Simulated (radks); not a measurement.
Values are calculated unless marked as measured or tabulated.
Valence configurations of Nb+ (all share [Kr]). Level of theory: Dirac Kohn-Sham, PBE, spin-unpolarised, spherical densities, finite nucleus; open shells are shared between the two j in proportion to 2j + 1; Fermi nuclear charge, rms radius 4.324 fm (a radial shooting solver on a logarithmic mesh with Libxc functionals). Energies are relative to 4d4; eigenvalues in eV.

| valence | E (eV) | e(4d3/2) | e(4d5/2) | e(5p1/2) | e(5p3/2) | e(5s1/2) |
|---|---|---|---|---|---|---|
| 4d4 | 0.000 | -9.409 | -9.242 | - | - | - |
| 4d3 5s1 | 0.380 | -11.513 | -11.327 | - | - | -10.498 |
| 4d3.5 5p0.5 | 1.981 | -10.944 | -10.765 | -6.557 | -6.386 | - |
| 4d3 5p1 | 4.405 | -12.546 | -12.355 | -7.242 | -7.054 | - |
| 4d2 5s1 5p1 | 6.254 | -14.909 | -14.697 | -8.026 | -7.805 | -12.303 |
| 4d1 5s2 5p1 | 9.420 | -17.461 | -17.227 | -8.814 | -8.559 | -13.441 |
| 4d2 5p2 | 10.715 | -15.881 | -15.664 | -8.556 | -8.328 | - |
| 4d1.5 5p2.5 | 14.662 | -17.593 | -17.364 | -9.176 | -8.928 | - |

NIST lists [Kr] 4d4 as the ground configuration; this level of theory agrees among the configurations tried. The energies are those of spherical spin-averaged densities, not of single terms.
